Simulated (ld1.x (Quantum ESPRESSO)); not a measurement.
The numbers below are computed, except where a source is named.
# Potentials for Ge (Z = 32) compared

Generated with ld1.x 7.5 (TM, RRKJ, ultrasoft, PAW), atompaw 4.2 or ONCVPSP 4.0.1. The cutoff is in Ry: for ld1.x and atompaw files where the sum of valence levels is converged to 10 mRy in a Bessel basis, for ONCV files where the hardest occupied wave has 1 mHa per electron of residual kinetic energy. The error is the largest all-electron minus pseudo excitation energy over each file’s own four to seven test configurations (ionisations up to +4, promotions, holes and added fractions of an electron), all of which were solved. The labels leave out finer settings (local radius, basis sizes, second energies), which also bear on the numbers. Spin-polarised tests are not counted. The rows are a selection from randomly drawn settings: files with unsolved tests, undetermined cutoffs or missed reference levels are left out.

A true bound ghost makes a file unfit for plane-wave use even where its test errors are small: the radial tests pick states by their node count and pass the ghost by.

```csv
potential,cutoff (Ry),largest error (meV),bound ghosts
"RRKJ, PBE, scalar-relativistic, rc 1.60/2.35/1.30 (spd), local p, core correction yes, reference 3d10 4s1 4p3",140,-416,s
"RRKJ, PBE, scalar-relativistic, rc 1.50/2.40/2.35 (spd), local s, core correction yes, reference 4s2 4p2",30,-228,none
"TM, LDA (PZ), scalar-relativistic, rc 1.75/1.75 (sp), local s, core correction yes, reference 4s1.75 4p2.25",25,-233,none
"TM, PBE, scalar-relativistic, rc 1.65/2.15 (sp), local s, core correction yes, reference 4s2 4p2",25,-262,none
```

Task: Fill in the row for Ge: ultrasoft, LDA (PZ), scalar-relativistic, rc 1.75/2.15 (sp), local smoothed, core correction yes, reference 4s2 4p2.

Result: cutoff 10 Ry, largest error -272 meV, bound ghosts: none.

Task: Fill in the row for Ge: PAW, PBE, scalar-relativistic, rc 1.75/1.90/0.90 (spd), local smoothed, core correction yes, reference 3d10 4s2 4p2.

Result: cutoff 200 Ry, largest error -14 meV, bound ghosts: none.
